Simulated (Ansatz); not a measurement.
## Abstraction of Cl: C2H5Cl2In + CHClI → C2H5ClIn + CHCl2I

Species: C2H5Cl2In `C[CH2][In]([Cl])[Cl]`, singlet; CHClI `Cl[CH]I`, doublet; C2H5ClIn `C[CH2][In][Cl]`, doublet; CHCl2I (dichloroiodomethane) `ClC(Cl)I`, singlet. A radical takes Cl: the energy is the difference in strength between the In–Cl bond broken and the C–Cl bond made.

Shapes, held fixed at every level: PBE0-D4/def2-TZVP. Flexible molecules stand in one conformer, not always the lowest. Programs: Ansatz 0.2.0. Electronic energies: no zero-point or thermal term.

```tsv
level	kind	ΔE (kJ/mol)	less CCSD(T)/def2-TZVPP
PBE-D4/def2-TZVPP	GGA	+52.9	-22.2
r2SCAN-D4/def2-TZVPP	meta-GGA	+75.7	+0.6
PBE0-D4/def2-TZVPP	global hybrid	+68.4	-6.7
wB97M-V/def2-TZVPP	range-separated hybrid	+71.4	-3.7
wB97X-V/def2-TZVPP	range-separated hybrid	+81.7	+6.6
B2PLYP/def2-TZVPP	double hybrid	+70.1	-5.0
CCSD(T)/def2-TZVPP	coupled cluster or CI	+75.1	0.0
```

The highest level, CCSD(T)/def2-TZVPP, gives ΔE = +75.1 kJ/mol; the levels span +52.9 to +81.7. The column of differences is taken from that level and isn't an error. No measured value is set beside it here. Spin contamination: C2H5ClIn (⟨S²⟩ up to 0.80). Open shells run unrestricted unless RO is named. For atoms past krypton def2 sets carry core potentials with scalar relativity. Correlated rows may include outer-core shells of I, In, which these sets cover unevenly.
